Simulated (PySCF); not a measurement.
`C[SiH2]O[C@@H](C)CO`: 4 charge schemes on one density

Species: C4H12O2Si.
Z-matrix (Å and degrees, GFN2-xTB geometry), rows numbered from 1:
```
C 
Si  1  1.8927
O   2  1.6262  1  101.10
C   3  1.3924  2  129.87  1  -174.90
C   4  1.5257  3  109.17  2  -158.37
C   4  1.5316  3  111.08  2   -35.48
O   6  1.4024  4  111.77  3    58.87
H   1  1.0851  2  112.12  3    53.64
H   1  1.0850  2  112.10  3   -67.52
H   1  1.0846  2  109.42  3   173.21
H   2  1.4628  1  109.87  3   120.47
H   2  1.4700  1  109.67  3  -117.94
H   4  1.1047  3  107.99  2    82.75
H   5  1.0864  4  109.51  3   -55.22
H   5  1.0868  4  109.75  3    63.90
H   5  1.0866  4  110.50  3  -175.53
H   6  1.0982  4  109.67  3  -177.37
H   6  1.0912  4  109.25  3   -57.60
H   7  0.9637  6  109.09  4    59.31
```

Density: PBE0/pcSseg-1 (PySCF); schemes: Mulliken, IAO, Hirshfeld and ESP-fitted. One conformer (not necessarily the lowest) at the GFN2-xTB geometry, without solvent, vibrations or thermal averaging.

Tabulate the Mulliken, IAO, Hirshfeld and ESP-fitted charges.

In e:

```
atom                 environment  Mulliken     IAO  Hirshfeld  ESP-fitted
  C1            Si-methyl carbon    -0.630  -0.737     -0.224      -0.770
 Si2        oxygen-bound silicon    +0.836  +1.007     +0.373      +0.801
  O3          silyl ether oxygen    -0.628  -0.642     -0.217      -0.454
  C4  sp3 carbon bound to oxygen    -0.016  +0.093     +0.044      +0.335
  C5               methyl carbon    -0.227  -0.429     -0.122      -0.610
  C6      carbinol carbon (C–OH)    +0.074  -0.071     -0.004      +0.055
  O7              alcohol oxygen    -0.444  -0.526     -0.190      -0.604
  H8             methyl hydrogen    +0.134  +0.155     +0.040      +0.182
  H9             methyl hydrogen    +0.134  +0.154     +0.040      +0.181
 H10             methyl hydrogen    +0.124  +0.149     +0.036      +0.173
 H11               Si–H hydrogen    -0.118  -0.160     -0.092      -0.151
 H12               Si–H hydrogen    -0.152  -0.174     -0.099      -0.190
 H13            methine hydrogen    +0.094  +0.110     +0.029      +0.014
 H14             methyl hydrogen    +0.128  +0.156     +0.047      +0.182
 H15             methyl hydrogen    +0.113  +0.145     +0.043      +0.156
 H16             methyl hydrogen    +0.105  +0.140     +0.043      +0.148
 H17          methylene hydrogen    +0.112  +0.125     +0.040      +0.045
 H18          methylene hydrogen    +0.125  +0.152     +0.047      +0.108
 H19           hydroxyl hydrogen    +0.234  +0.350     +0.168      +0.400
```

Mean size of the charges over all atoms: ESP-fitted 0.293 e, IAO 0.288 e, Mulliken 0.233 e, Hirshfeld 0.100 e. Each set sums to the total charge, 0, to within 0.001 e. The Hirshfeld scheme divides the density at each point in proportion to the densities of the neutral, spherically averaged free atoms. The IAO scheme projects the occupied orbitals on a minimal set of polarised atomic orbitals and counts the electrons in each atom's part of it.

Lowest charge. All schemes agree: Mulliken C1 (-0.630); IAO C1 (-0.737); Hirshfeld C1 (-0.224); ESP-fitted C1 (-0.770).

Highest charge. All schemes agree: Mulliken Si2 (+0.836); IAO Si2 (+1.007); Hirshfeld Si2 (+0.373); ESP-fitted Si2 (+0.801).

How closely do the schemes follow one another over all atoms?

Correlation coefficient and root-mean-square difference: IAO with Hirshfeld 0.99, 0.251 e; Mulliken with IAO 0.99, 0.087 e; Mulliken with Hirshfeld 0.97, 0.192 e; IAO with ESP-fitted 0.96, 0.106 e; Hirshfeld with ESP-fitted 0.95, 0.252 e; Mulliken with ESP-fitted 0.93, 0.145 e.

Sum the charges by element, for elements with more than one atom.

| element | atoms | Mulliken | IAO | Hirshfeld | ESP-fitted |
| --- | --- | --- | --- | --- | --- |
| C | 4 | -0.797 | -1.143 | -0.307 | -0.990 |
| O | 2 | -1.072 | -1.168 | -0.407 | -1.058 |
| H | 12 | +1.033 | +1.304 | +0.341 | +1.247 |

How many electrons does the IAO scheme count on C4?

Z − q = 6 − (+0.093) ≈ 5.906.
